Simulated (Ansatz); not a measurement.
`[CH3][Al]([OH])[SiH2]F` + H₂ → `[CH3][AlH][OH]` + `F[SiH3]`  (hydrogenolysis of the Al–Si bond)

Computed with Ansatz on PBE0-D4/def2-TZVP structures; ΔE is electronic, products minus reactants. CCSD(T)/CBS is the MP2 limit (def2-TZVPP, def2-QZVPP) plus CCSD(T) − MP2 in def2-TZVPP, frozen cores. This one scheme is used for every species. DFT in def2-TZVPP. B3LYP here is the variant with VWN-RPA as its local correlation; programs differ in this. HSE06 is defined as in plane-wave codes. One conformer a species, not always the lowest.

`[CH3][Al]([OH])[SiH2]F`:

Cartesian coordinates in Å:
```
C 1.351 -0.211 1.550
Al -0.208 0.240 0.483
O -1.483 1.076 1.233
Si -0.501 -0.306 -1.911
F -1.939 0.254 -2.399
H 1.243 0.137 2.580
H 2.260 0.236 1.134
H 1.517 -1.292 1.573
H -2.279 1.329 0.767
H -0.486 -1.769 -2.206
H 0.526 0.306 -2.804
```

H₂:

Z-matrix (Å, degrees):
```
H
H 1 0.746
```

`[CH3][AlH][OH]`:

```xyz
8

C    -0.759   -0.946   -0.369
Al    0.307    0.420    0.507
O     1.236    1.446   -0.480
H    -0.432   -1.948   -0.073
H    -0.694   -0.878   -1.457
H    -1.813   -0.868   -0.084
H     0.366    0.633    2.080
H     1.789    2.140   -0.123
```

`F[SiH3]`:

```xyz
5

F     0.928    1.168    0.455
Si   -0.024   -0.030   -0.012
H    -0.226    0.078   -1.476
H    -1.316    0.096    0.703
H     0.637   -1.312    0.329
```

```csv
level,ΔE (kcal/mol)
B2PLYP,-7.6
B3LYP,-7.5
HSE06,-4.7
LC-ωPBE,-6.3
HF/def2-SVP,-14.1
MP2/def2-TZVPP,-7.3
SCS-MP2/def2-TZVPP,-8.6
CCSD/def2-TZVPP,-7.8
```

Problem. What does CCSD(T)/CBS give? (Estimate.)

Solution. Computed: -6.0 kcal/mol. The listed levels differ from it by -1.6, -1.5, 1.3, -0.3, -8.1, -1.3, -2.6, -1.8 kcal/mol.

Largest T1 diagnostic among the species: 0.012.

From BLYP to BHLYP (50 % exact exchange), in def2-TZVPP and without D4, ΔE moves by −3.3 kcal/mol. In def2-TZVPP, CCSD(T) changes the Hartree–Fock value by +6.6 kcal/mol (the triples alone add +1.2 kcal/mol) and MP2 by +5.9 kcal/mol.
